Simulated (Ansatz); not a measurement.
`[OH][GeH2][C]#C[SiH](O)F` + H₂ → `O[SiH2]C#[C][GeH2][OH]` + H–F  (hydrogenolysis of the Si–F bond)

Program: Ansatz. Geometries: PBE0-D4/def2-TZVP. ΔE: electronic, gas phase. CBS: MP2 limit from def2 TZ/QZ plus the TZ coupled-cluster correction, frozen cores. This one scheme is used for every species. Functionals use def2-TZVPP. For Ge outer-core shells are correlated without core-valence functions, which leaves a few kJ/mol of doubt a bond. Scalar relativity is left out up to krypton. One conformer a species, not always the lowest.

```
         level  ΔE (kcal/mol)
     r2SCAN-D4           34.4
       PBE0-D4           30.9
MP2/def2-TZVPP           33.1
 HF/def2-QZVPP           33.0
```

What does CCSD(T)/CBS give? (An estimate is asked.)

The calculation gave: +32.4 kcal/mol. The listed levels differ from it by 2.0, -1.5, 0.7, 0.6 kcal/mol.

Largest T1 diagnostic among the species: 0.012.
